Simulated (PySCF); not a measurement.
C5H10F2OSi.
Numbering: `[CH3:1][O:2][C:3]1([CH:4]([F:5])[F:6])[CH2:7][SiH2:8][CH2:9]1` (hydrogens: H10, H11, H12 on C1; H13 on C4; H14, H15 on C7; H16, H17 on Si8; H18, H19 on C9)

All values: PBE0/pcSseg-1 (PySCF, non-relativistic), on one gas-phase PBE0-D3(BJ)/def2-SVP geometry that isn't relaxed in the solvent. The solvent is an IEF-PCM continuum (van der Waals radii × 1.2). Only the electrostatic response of the medium enters.

Gas phase at PBE0/pcSseg-1: HOMO -7.50 eV, LUMO 0.44 eV, dipole 1.12 D.

Problem. What does the continuum do to the energy, the frontier levels and the dipole at PBE0/pcSseg-1 in tetrahydrofuran and methanol?

Solution. 
| solvent | ε | E(solvent) − E(gas) (kcal/mol) | polarisation term (kcal/mol) | distortion of the solute (kcal/mol) | HOMO (eV) | LUMO (eV) | dipole (D) |
| --- | --- | --- | --- | --- | --- | --- | --- |
| tetrahydrofuran | 7.426 | -3.20 | -3.44 | 0.24 | -7.44 | 0.56 | 1.32 |
| methanol | 32.61 | -3.82 | -4.17 | 0.35 | -7.44 | 0.58 | 1.37 |

The first energy column is the sum of the next two and covers electrostatics alone. From tetrahydrofuran to methanol the lowering changes by a factor 1.19, Onsager's factor (ε − 1)/(2ε + 1) by 1.18 and ε itself by 4.4.

Problem. Which radius a makes the point-dipole formula ΔE = −[(ε − 1)/(2ε + 1)]·μ²/a³ give the value in methanol, with the gas-phase dipole?

Solution. μ = 0.440 au and |ΔE| = 0.00608 Eh give a = 1.31 Å; the farthest nucleus lies 3.50 Å from the centroid of the nuclei, so such a sphere wouldn't even hold the nuclei. The formula assumes a rigid point dipole at the centre of a sphere.

Problem. Which IAO charges (PBE0/pcSseg-1) respond most in methanol (means over atoms taken as equivalent)?

Solution. 
```csv
atoms,environment,gas (e),solvent (e),change
H13,methine hydrogen,+0.144,+0.160,+0.016
O2,ether oxygen,-0.390,-0.404,-0.014
H17,Si–H hydrogen,-0.107,-0.114,-0.007
F5/F6,fluorine of a CF2 group,-0.301,-0.308,-0.007
C1,methoxy carbon,-0.202,-0.207,-0.005
H14/H19,methylene hydrogen,+0.161,+0.166,+0.005
H10/H11/H12,methyl hydrogen,+0.135,+0.140,+0.005
H15/H18,methylene hydrogen,+0.151,+0.154,+0.003
```

Problem. Which Mayer bond orders change most in methanol?

Solution. 
```tsv
bond	length (Å)	gas	solvent	change
C4–F6	1.355	0.935	0.924	-0.011
C1–O2	1.404	0.920	0.910	-0.010
C4–F5	1.354	0.945	0.936	-0.009
O2–C3	1.404	0.913	0.906	-0.007
C7–H14	1.101	0.927	0.922	-0.005
C9–H18	1.099	0.950	0.945	-0.005
C3–C4	1.528	0.929	0.933	+0.004
Si8–H17	1.489	0.943	0.939	-0.004
```

Time: 38 s of wall time; peak memory 1.1 GiB. Hardware: one thread of an Arm Neoverse V1, on a shared host. This is the whole shielding run at PBE0/pcSseg-1 in methanol, SCF included.

The values belong to the conformer `[CH3:1][O:2][C:3]1([CH:4]([F:5])[F:6])[CH2:7][SiH2:8][CH2:9]1`: C1–O2–C3–C4 73°, O2–C3–C4–F5 -72°.
